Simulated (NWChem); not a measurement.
All runs are NWChem calculations. System: ditellurium (Te₂), charge 0, spin multiplicity 3, at a geometry optimised with UB3LYP/def2-SVP with def2 effective core potentials on Te. Its SCF solution wasn't tested for a lower state. Level: UMP2/def2-TZVP with def2 effective core potentials on Te, 8 core orbitals frozen.

Input file:

```
start mol
memory heap 200 mb stack 900 mb global 1100 mb
geometry units angstroms nocenter noautoz
  Te     0.000000     0.000000     1.298249
  Te     0.000000     0.000000    -1.298249
  symmetry group D2h
end
basis spherical
  * library def2-tzvp
end
ecp
  Te library def2-ecp
end
scf
  uhf
  nopen 2
  maxiter 100
  thresh 1e-7
  semidirect memsize 60000000 filesize 0
  # guess.movecs holds the orbitals of an unrestricted PBE0 run
  vectors input guess.movecs output mol.movecs
end
mp2
  freeze core 8
end
task mp2 energy
```

Output (cleaned and shortened):

```
             Northwest Computational Chemistry Package (NWChem) 7.3.0
             --------------------------------------------------------

                                NWChem Input Module
                                -------------------

 Scaling coordinates for geometry "geometry" by  1.889725989
 (inverse scale =  0.529177249)

 Turning off AUTOSYM since
 SYMMETRY directive was detected!

                             Geometry "geometry" -> ""
                             -------------------------

 Output coordinates in angstroms (scale by  1.889725989 to convert to a.u.)

  No.       Tag          Charge          X              Y              Z
 ---- ---------------- ---------- -------------- -------------- --------------
    1 Te                  52.0000     0.00000000     0.00000000     1.29824900
    2 Te                  52.0000     0.00000000     0.00000000    -1.29824900

 Effective nuclear repulsion energy (a.u.)     551.0866102324

            Nuclear Dipole moment (a.u.)
            ----------------------------
        X                 Y               Z
 ---------------- ---------------- ----------------
     0.0000000000     0.0000000000     0.0000000000

      Symmetry information
      --------------------

 Group name             D2h
 Group number             26
 Group order               8
 No. of unique centers     1

      Symmetry unique atoms

     1


 Summary of "ao basis" -> "" (spherical)
 ------------------------------------------------------------------------------
       Tag                 Description            Shells   Functions and Types
 ---------------- ------------------------------  ------  ---------------------
 *                         def2-tzvp                  on all atoms

 Summary of "ao basis" -> "ao basis" (spherical)
 ------------------------------------------------------------------------------
       Tag                 Description            Shells   Functions and Types
 ---------------- ------------------------------  ------  ---------------------
 Te                        def2-tzvp                16       50   6s5p3d2f

                                 NWChem SCF Module
                                 -----------------

  ao basis        = "ao basis"
  functions       =   100
  atoms           =     2
  alpha electrons =    25
  beta  electrons =    23
  charge          =   0.00
  wavefunction    = UHF
  use symmetry    = T
  symmetry adapt  = T

 Summary of "ao basis" -> "ao basis" (spherical)
 ------------------------------------------------------------------------------
       Tag                 Description            Shells   Functions and Types
 ---------------- ------------------------------  ------  ---------------------
 Te                        def2-tzvp                16       50   6s5p3d2f

      Symmetry analysis of basis
      --------------------------

        ag         21
        au          5
        b1g         5
        b1u        21
        b2g        12
        b2u        12
        b3g        12
        b3u        12

 Forming initial guess at       0.2s

   Symmetry analysis of molecular orbitals - initial alpha
   -------------------------------------------------------

  Numbering of irreducible representations:

     1 ag          2 au          3 b1g         4 b1u         5 b2g
     6 b2u         7 b3g         8 b3u

  Orbital symmetries:

     1 ag          2 b1u         3 ag          4 b1u         5 b3u
     6 b2u         7 b2g         8 b3g         9 ag         10 b2u
[...]
 -----------   ------   -------------------------------------------------------
    1 Te  24    12.50   0.14 -0.42  0.78  0.50  0.56  0.41 -0.26  3.24  0.66  1.43  0.42  4.53  0.46  0.05  0.01  0.00
    2 Te  24    12.50   0.14 -0.42  0.78  0.50  0.56  0.41 -0.26  3.24  0.66  1.43  0.42  4.53  0.46  0.05  0.01  0.00

   Mulliken analysis of the beta density
   -------------------------------------

    Atom       Charge   Shell Charges
 -----------   ------   -------------------------------------------------------
    1 Te  24    11.50   0.14 -0.42  0.78  0.50  0.54  0.42 -0.25  3.22  0.36  0.80  0.34  4.56  0.44  0.06  0.01  0.00
    2 Te  24    11.50   0.14 -0.42  0.78  0.50  0.54  0.42 -0.25  3.22  0.36  0.80  0.34  4.56  0.44  0.06  0.01  0.00

   Mulliken analysis of the spin density
   -------------------------------------

    Atom       Charge   Shell Charges
 -----------   ------   -------------------------------------------------------
    1 Te  24     1.00  -0.00  0.00 -0.00 -0.00  0.02 -0.01 -0.01  0.02  0.30  0.63  0.08 -0.02  0.02 -0.02 -0.00 -0.00
    2 Te  24     1.00  -0.00  0.00 -0.00 -0.00  0.02 -0.01 -0.01  0.02  0.30  0.63  0.08 -0.02  0.02 -0.02 -0.00 -0.00

       Multipole analysis of the density wrt the origin
       ------------------------------------------------

     L   x y z        total         alpha         beta         nuclear
     -   - - -        -----         -----         ----         -------
     0   0 0 0      0.000000    -25.000000    -23.000000     48.000000

     1   1 0 0     -0.000000     -0.000000      0.000000      0.000000
     1   0 1 0      0.000000      0.000000      0.000000      0.000000
     1   0 0 1     -0.000000     -0.000000      0.000000      0.000000

     2   2 0 0    -40.622564    -23.205816    -17.416748      0.000000
     2   1 1 0     -0.000000     -0.000000     -0.000000      0.000000
     2   1 0 1     -0.000000     -0.000000     -0.000000      0.000000
     2   0 2 0    -40.622564    -23.205816    -17.416748      0.000000
     2   0 1 1     -0.000000      0.000000     -0.000000      0.000000
     2   0 0 2    -36.262601   -172.402845   -152.764652    288.904896

                   NWChem MP2 Semi-direct Energy/Gradient Module
                   ---------------------------------------------

  Basis functions       =    100
  Molecular orbitals    =    100
  Frozen core           =      8
  Frozen virtuals       =      0
  Active alpha occupied =     17
  Active beta occupied  =     15
  Active alpha virtual  =     75
  Active beta virtual   =     77
  Use MO symmetry       = T
  Use skeleton AO sym   = T

  AO/Fock/Back tols     =   1.0D-09  1.0D-09  1.0D-09

 GA uses MA = F    GA memory limited = T

 Available:
  local mem=  1.26D+08
 global mem=  1.44D+08
 local disk=  0.00D+00
  mp2_memr nvloc                    75
  nvloc new                    75
   1 passes of  17:        5242880                      84124                  21362717.
   1 passes of  17: M    126142103           G      144159200           F     120899223.

 Semi-direct pass number   1 of   1  for UHF alpha       at        2.5s
  vrange nnbf                  4924
  mp2_eaftype                    81  avail_ma_in_mb                  1099
 EAF : mp2_eaftype filesize          81   10681358.
  mp2_eaf for mointskh                     81
Node 0 wrote     50.2 Mb in      0.1 s     Agg I/O rate:   563.6 Mb/s
 Done moints_semi at        7.6s
  mp2_eaftype                    81  avail_ma_in_mb                  1018
 EAF : mp2_eaftype filesize          81   10681358.
  mp2_eaf for kh                    81
 Done maket at        8.0s
 Done multipass loop at        8.0s

 GA uses MA = F    GA memory limited = T

 Available:
  local mem=  1.26D+08
 global mem=  1.44D+08
 local disk=  0.00D+00
  mp2_memr nvloc                    77
  nvloc new                    77
   1 passes of  15:        5242880                      78126                  19353725.
   1 passes of  15: M    126142103           G      144159200           F     120899223.

 Semi-direct pass number   1 of   1  for UHF beta        at        8.1s
  vrange nnbf                  4924
  mp2_eaftype                    73  avail_ma_in_mb                  1099
 EAF : mp2_eaftype filesize          73    9676862.
  mp2_eaf for mointskh                     73
Node 0 wrote     45.5 Mb in      0.1 s     Agg I/O rate:   596.1 Mb/s
 Done moints_semi at       13.2s
  mp2_eaftype                    73  avail_ma_in_mb                  1026
 EAF : mp2_eaftype filesize          73    9676862.
  mp2_eaf for kh                    73
 Done maket at       13.5s
 Done multipass loop at       13.5s

          -------------------------------------------
          SCF energy                -534.043800498085
          Correlation energy          -0.893445414620
          Singlet pairs                0.000000000000
          Triplet pairs                0.000000000000
          Total MP2 energy          -534.937245912705
          -------------------------------------------

          ---------------------------------------------------
                    Spin Component Scaled (SCS) MP2
          Same spin pairs                     -0.335382001947
          Same spin scaling factor             0.333333333333
          Opposite spin pairs                 -0.558063412673
          Opposite spin scaling fact.          1.200000000000
          SCS-MP2 correlation energy          -0.781470095857
          Total SCS-MP2 energy              -534.825270593942
          ---------------------------------------------------

 -----------------------
 Performance information
 -----------------------

 Timer overhead =  1.36D-07 seconds/call

               Nr. of calls         CPU time (s)                 Wall time (s)                GFlops
             ---------------    -------------------     ------------------------------   -------------------
Name         Min   Avg   Max    Min     Avg     Max     Min     Avg     Max   Mx/calls   Min     Max     Sum
mp2: moin     2     2     2    10.     10.     10.      10.     10.     10.     5.1      0.0     0.0     0.0
mp2: make     2     2     2   0.74    0.74    0.74     0.74    0.74    0.74    0.37      0.0     0.0     0.0
mp2: tota     1     1     1    11.     11.     11.      11.     11.     11.     11.      0.0     0.0     0.0

 The average no. of pstat calls per process was 5.00D+00
 with a timing overhead of 6.80D-07s

 Task  times  cpu:       13.5s     wall:       13.5s

 Total times  cpu:       13.5s     wall:       13.5s
```
